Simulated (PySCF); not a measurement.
SMILES [OH][Al]([OH])/[CH]=[CH]/[GeH3], CAM-B3LYP/def2-SVP optimised geometry.

```
13

Ge    -2.38     2.24     0.01
C     -1.33     0.60     0.01
C      0.01     0.56     0.00
Al     0.96    -1.12     0.00
O      2.65    -1.12     0.00
O      0.00    -2.51     0.00
H     -3.28     2.31     1.26
H     -3.30     2.30    -1.23
H     -1.43     3.44     0.00
H     -1.89    -0.34     0.01
H      0.55     1.52     0.00
H      3.30    -1.82     0.00
H      0.22    -3.44     0.00
```

Density from CAM-B3LYP/def2-TZVP in PySCF at that geometry.

Minimum of the electron density along straight lines between bonded atoms, close to the bond critical point (lines longer than 1.1 times the sum of covalent radii, or with two minima, are not listed):

```
bond    length / Å  ρ at the minimum / e bohr⁻³  ∇²ρ there / e bohr⁻⁵  position (fraction from the first atom)
------  ----------  ---------------------------  --------------------  ---------------------------------------
Ge1–C2       1.946                        0.131                  0.11                                     0.47
C2–C3        1.344                        0.344                 -1.03                                     0.51
C3–Al4       1.930                            …                  0.27                                     0.59
Al4–O5       1.692                        0.109                  0.80                                     0.43
Al4–O6       1.693                        0.109                  0.79                                     0.43
Ge1–H7       1.539                        0.133                  0.06                                     0.59
Ge1–H8       1.539                        0.133                  0.06                                     0.59
Ge1–H9       1.537                        0.133                  0.06                                     0.59
C2–H10       1.099                        0.277                 -0.96                                     0.65
C3–H11       1.099                        0.274                 -0.94                                     0.64
O5–H12       0.958                        0.356                 -2.43                                     0.81
O6–H13       0.957                        0.356                 -2.43                                     0.81
```

Problem. Fill in the missing entries.

Solution. 
- C3–Al4, ρ at the minimum / e bohr⁻³: 0.092
